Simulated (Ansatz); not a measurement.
Gas-phase electronic energies from Ansatz, PBE0-D4/def2-TZVP geometries. CBS: MP2 limit from def2 TZ/QZ plus the TZ coupled-cluster correction, frozen cores. Functionals use def2-TZVPP. One conformer a species, not always the lowest.

Consider the formal exchange of groups at a C–Al bond: `[CH3][Al]([F])[S][SiH3]` + `BOCC` → `CBOCC` + `[F][AlH][S][SiH3]`.

**Question.** Is it downhill or uphill in electronic energy at CCSD(T)/CBS, and by how much? (Estimate.)

**Answer.** Computed: Nearly level: ΔE = -1.5 kJ/mol.

**Question.** What do these levels give: B2PLYP, PBE, r2SCAN, MP2/def2-TZVPP, MP2/def2-QZVPP, HF/CBS(def2)? (Estimate.)

**Answer.** The calculation gave: B2PLYP -2.2, PBE -4.7, r2SCAN -2.5, MP2/def2-TZVPP 0.5, MP2/def2-QZVPP 0.4, HF/CBS(def2) -7.3 kJ/mol.

Largest T1 diagnostic among the species: 0.013.

The D4 term adds +3.1 kJ/mol with B3LYP and +1.9 kJ/mol with PBE0; it sums over pairs of atoms, weighted by their polarisabilities, and B3LYP, whose exchange is more repulsive, gets the larger term. In def2-TZVPP, CCSD(T) changes the Hartree–Fock value by +5.7 kJ/mol (the triples alone add +1.1 kJ/mol) and MP2 by +7.6 kJ/mol.

B3LYP here is the variant with VWN-RPA as its local correlation; programs differ in this.
